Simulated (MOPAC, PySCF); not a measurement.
H$_{6}$B$_{2}$N$_{2}$, SMILES `NBBN` (N–B–B–N torsion 73°), neutral singlet in the gas phase. 

Cartesian coordinates (Å):
SMILES: NBBN
```xyz
10

N      1.7589     0.1318     0.4059
B      0.6173    -0.6448     0.6239
B     -0.8642    -0.3352    -0.1273
N     -1.6866     0.7396     0.2226
H      2.6538    -0.0654     0.8259
H      1.7823     0.9253    -0.2150
H      0.7651    -1.5725     1.3805
H     -1.2946    -1.0465    -1.0012
H     -2.5857     0.9123    -0.1994
H     -1.4589     1.4016     0.9476
```
Charge 0, spin multiplicity 1.

All levels are single points at this geometry (r2SCAN-D4/def2-TZVP); Pople sets use spherical d functions. Orbital energies aren't observables, and empty levels follow the basis.

M06-2X/6-31G* in PySCF gives dipole (D) = 2.53.

### Question
Estimate the dipole (D) from each of these levels: PBE-D3(BJ)/def2-TZVP in PySCF; r2SCAN-D4/def2-TZVP in PySCF; B3LYP/3-21G in PySCF; B3LYP/6-311+G** in PySCF; BP86/6-31G* in PySCF; SVWN5/6-31G* in PySCF; HF/3-21G in PySCF; HF/6-31G* in PySCF; HF/STO-3G in PySCF; PM3 in MOPAC; PM6 in MOPAC; PM7 in MOPAC.

### Answer

```tsv
level	dipole (D)
PBE-D3(BJ)/def2-TZVP in PySCF	2.51
r2SCAN-D4/def2-TZVP in PySCF	2.45
B3LYP/3-21G in PySCF	2.95
B3LYP/6-311+G** in PySCF	2.33
BP86/6-31G* in PySCF	2.73
SVWN5/6-31G* in PySCF	2.79
HF/3-21G in PySCF	2.58
HF/6-31G* in PySCF	2.30
HF/STO-3G in PySCF	2.07
PM3 in MOPAC	3.47
PM6 in MOPAC	2.57
PM7 in MOPAC	2.71
```
